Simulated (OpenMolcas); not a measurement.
## What dynamic correlation does to the levels of Sn III

| Property | Result |
| --- | --- |
| Program | OpenMolcas 26.06 |
| Basis | ANO-R2 [7s6p4d2f1g] |
| Scalar Hamiltonian | X2C, finite nucleus |
| Active space | 2 electrons in 8 orbitals (5s 5p 6s 6p) |
| State averaging | 2S+1 = 3 even, 3 roots; 2S+1 = 1 even, 7 roots; 2S+1 = 3 odd, 3 roots; 2S+1 = 1 odd, 3 roots |
| Spin-orbit coupling | RASSI with atomic mean-field integrals over the reference wave functions, term energies averaged over their components |

Methods on the same reference wave functions:
A. CASSCF
B. SS-CASPT2, IPEA 0.25 Eh, imaginary shift 0.1 Eh (closed shells correlated: 4d)
C. MS-CASPT2, IPEA 0.25 Eh, imaginary shift 0.1 Eh (closed shells correlated: 4d)

Energies in cm⁻¹ above 5s² ¹S₀, the measured ground level; measured values from Moore, Atomic Energy Levels, vol. III, NSRDS-NBS 35 (1971 reprint of NBS Circular 467, 1958).

| Level | A | B | C | Measured |
| --- | --- | --- | --- | --- |
| 5s² ¹S₀ | 0.0 | 0.0 | 0.0 | 0.0 |
| 5s 5p ³P°₀ | 49445 | 53240 | 53350 | 53548 |
| 5s 5p ³P°₁ | 50897 | 54650 | 54760 | 55196 |
| 5s 5p ³P°₂ | 54123 | 57920 | 58030 | 59229 |
| 5s 5p ¹P°₁ | 86014 | 78590 | 78700 | 79911 |

Deviations, from unrounded energies. A percentage is the sum of absolute deviations over the sum of measured energies, with the sign that they share, or ± where signs differ.

```tsv
Against measurement	Levels	A	B	C
mean absolute deviation (cm-1)	4	4900	870	760
other configurations (%)	4	±7.9	-1.4	-1.2
```

C lies closest to measurement on these levels and A furthest from it. The largest miss of C in the table is 5s 5p ¹P°₁, by -1200 cm-1. The ranking rests on the paired levels alone, and a cruder setting can come out closer through cancelling errors.

Between B and C the level of the table that moves most is 5s 5p ³P°₀, by 110 cm-1 (lowest in B, highest in C). Moves below CASPT2's spread within the term are not significant.

The lowest spin-free term lies below A's lowest term by 0.427 hartree in B, 0.428 hartree in C.

Over all roots computed the reference weight is 0.87 to 0.94 in B, 0.87 to 0.94 in C; the roots of lowest weight are the least certain, and an intruder state may touch them. The run also gave levels led by 5s 6s, which use shells meant for correlation; these and all levels above them are left out. Computed and measured levels are paired by configuration, term and J; levels that our copy of the source lacks, or whose pairing is in doubt (as where it misses far off the trend of its configuration), stay unpaired and out of the deviations. Levels of configurations outside the active space are missing. Levels that lie high or do not pair safely by name in every column are left out.

° marks odd parity.
